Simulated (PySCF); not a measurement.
C2H8N3Si2 (doublet state).
Z-matrix (Å and degrees, GFN2-xTB geometry), rows numbered from 1:
```
C 
C   1  1.3207
Si  2  1.8851  1  124.89
N   3  1.6661  2  123.11  1  -126.91
N   3  1.7793  2  109.33  1     9.01
Si  5  1.7365  3   96.65  2   116.98
N   6  1.7377  5   83.86  3    -8.82
H   1  1.0775  2  121.31  3    -2.34
H   1  1.0807  2  122.57  3   178.14
H   2  1.0823  1  119.34  3  -176.98
H   4  1.0077  3  122.11  2     1.39
H   5  1.0038  3  125.36  2   -96.77
H   6  1.4575  5  111.57  3  -119.64
H   6  1.4577  5  115.85  3   106.57
H   7  1.0037  3  126.06  2    96.36
```

The hyperfine couplings belong to this conformer and change with its torsions.

The species is `N1[Si]([NH])(C=C)N[SiH2]1` [radical].

The calculation used PySCF 2.14.0, UKS B3LYP, pcH-1 on C H N Si, non-relativistic, mean-field spin-orbit, GIAO. The structure is a single GFN2-xTB conformer in the gas phase; no vibrational or solvent corrections. The geometry wasn't refined by DFT: couplings that depend on bond lengths, twists or pyramidal angles can differ widely from those at the functional's own minimum. The SCF solution wasn't tested for stability.

Q: Break the g tensor into its mass correction, gauge correction and orbital-Zeeman/spin–orbit terms.

A: 
```
                    Δg (ppt)      1      2      3
relativistic mass correction  -0.21  -0.21  -0.21
            gauge correction   0.00   0.05   0.03
   orbital Zeeman/spin–orbit   0.74   1.45   7.87
                       total   0.53   1.30   7.69
```

So g = 2.00285, 2.00362, 2.01001 and g_iso = 2.00549; the tensor is close to axial: the two nearest values differ by 11 % of g3 − g1. 

Q: What effective moment and Curie constant follow for a powder?

A: With the mean of g² = 4.0220 and S(S+1) = 0.75: μ_eff = √(⟨g²⟩S(S+1)) = 1.737 μB and χT = 0.12505·⟨g²⟩·S(S+1) = 0.377 cm³ K/mol (cgs; spin-Hamiltonian part alone).

Q: Average each term over the three axes. Which is largest in size?

A: The orbital-Zeeman/spin–orbit term 3.35, the mass correction -0.21 and the gauge correction 0.03 ppt, for a total of 3.17 ppt. The orbital-Zeeman/spin–orbit term is the largest in size. The mass correction is the same along every axis, so the anisotropy comes from the other two: their spans along these axes are 0.06 (gauge) and 7.13 ppt (orbital Zeeman/spin–orbit).

Q: What are the electron Larmor frequencies g μB B/h along the three axes at 350 mT?

A: 9.8113, 9.8151, 9.8464 GHz for g1, g2 and g3, a range of 35.1 MHz.

Q: In a frozen sample, at which fields do the three g values resonate at 9.5, 34, 94 and 263 GHz (hyperfine left aside), and which band first spreads them over more than twice a line width of 1.0 mT?

A: 
| band | GHz | B(g3) mT | B(g2) mT | B(g1) mT | spread mT |
| --- | --- | --- | --- | --- | --- |
| X | 9.5 | 337.69 | 338.76 | 338.89 | 1.21 |
| Q | 34.0 | 1208.56 | 1212.42 | 1212.88 | 4.32 |
| W | 94.0 | 3341.32 | 3351.98 | 3353.27 | 11.95 |
| J | 263.0 | 9348.59 | 9378.42 | 9382.01 | 33.42 |

The spread grows in proportion to the frequency. Q band is the first where it exceeds 2.0 mT.

Largest spin populations (Mulliken): N4 (+0.83), N7 (+0.12) and N5 (+0.12). N4 is the only atom above +0.15.

The HOMO–LUMO gaps are 6.22 eV among the α and 2.45 eV among the β orbitals.
